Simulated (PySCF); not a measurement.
[VO4]4-: V(IV) (d1), charge -4. The structure is a PBE0-D3(BJ)/def2-TZVP, IEF-PCM water geometry optimised for multiplicity 2; coordination tetrahedral, point group D2d, metal–donor distances 1.80 Å.

Method (PySCF 2.14, density fitting): CASSCF(1,5) with orbitals averaged over all microstates of the shell, strongly contracted NEVPT2 on the averaged canonical orbitals; basis x2c-TZVPall on the metal, x2c-SVPall elsewhere; spin-free X2C; IEF-PCM water; spin-orbit coupling by state interaction with the mean-field operator over all roots.

CASSCF energies above the lowest CASSCF root:

| state | CASSCF / cm⁻¹ |
| --- | --- |
| 2A1 (from 2E) | 0 |
| 2B1 (from 2E) | 1114 |
| 2E (from 2T2) | 10590 |
| 2B2 (from 2T2) | 13885 |

Task: How does dynamic correlation (SC-NEVPT2) move these states?

Result: 
```json
{"state": "2A1 (from 2E)", "NEVPT2 / cm⁻¹": "0", "shift / cm⁻¹": "0"}
{"state": "2B1 (from 2E)", "NEVPT2 / cm⁻¹": "1131", "shift / cm⁻¹": "+18"}
{"state": "2E (from 2T2)", "NEVPT2 / cm⁻¹": "11546", "shift / cm⁻¹": "+956"}
{"state": "2B2 (from 2T2)", "NEVPT2 / cm⁻¹": "15088", "shift / cm⁻¹": "+1204"}
```

In the ligand-field fit 10Dq goes from 11132 to 12161 cm⁻¹. The symmetry is lower than cubic, so 10Dq is the difference of the means of the two sets.

No frequencies were computed for the optimised geometry. Charge-transfer states lie outside this active space and may come lower than some of these levels. An active orbital has only 0.74 squared overlap with the free ion's shell, so the metal shell alone is a small active space here. NEVPT2 on the d shell alone tends to put d–d bands too high for such charged or covalently bound ions.
